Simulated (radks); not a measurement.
All-electron atom: Cu2+ in [Ar] 3d8.5 4s0.5 (fractional occupations, a model configuration). All-electron calculation, scalar-relativistic Kohn-Sham, RPBE, spin-polarised, spherical densities, finite nucleus; open shells are filled with parallel spins first; Fermi nuclear charge, rms radius 3.8823 fm. Program: a radial shooting solver on a logarithmic mesh with Libxc functionals.

Normalised radial functions P(r) = r R(r), r in bohr:

r	3s up
0.006545	0.2059
0.008523	0.2505
0.0111	0.2987
0.01445	0.3463
0.01882	0.3861
0.0245	0.4066
0.03216	0.3904
0.04188	0.3188
0.05453	0.1750
0.071	-0.0455
0.09246	-0.3187
0.1204	-0.5771
0.1568	-0.7095
0.2058	-0.5864
0.2679	-0.1602
0.3489	0.4709
0.4543	1.0572
0.5915	1.3259
0.7703	1.1839
1.003	0.7877
1.317	0.3778
1.714	0.1309
2.232	0.0300
2.907	0.0040
3.785	0.0003
4.928	0.0000
6.417	0.0000

3s up: eigenvalue -144.91 eV, 2 radial nodes at r = 0.0677, 0.288 bohr, <r> = 0.707 bohr, 90 % of the charge inside 1.06 bohr.
